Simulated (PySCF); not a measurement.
IrO4, SMILES [O]=[Ir+]1(=[O])[O][O]1, charge +1, multiplicity 1. Geometry optimised at PBE-D3(BJ)/def2-SVP. The multiplicity is an assumed one; other spin states were not compared. The def2 effective core potentials stand for the cores of Ir; spin–orbit coupling is left out.

Question: Give the equilibrium geometry at PBE-D3(BJ)/def2-SVP (PySCF confirms it by a frequency run) as bond lengths and angles, and its point group. (The exact figures need the calculation; the answer reports its results.)

Answer: point group C2v.
Atoms: Ir1 O2 O3 O4 O5. Bond lengths (Å): Ir1–O2 1.921, Ir1–O3 1.921, Ir1–O4 1.693, Ir1–O5 1.693, O2–O3 1.380. Bond angles (°): O2–Ir1–O3 42.1, O2–Ir1–O4 119.6, O2–Ir1–O5 119.6, O3–Ir1–O4 119.6, O3–Ir1–O5 119.6, O4–Ir1–O5 116.2, Ir1–O2–O3 68.9, Ir1–O3–O2 68.9.
Charge +1, spin multiplicity 1.
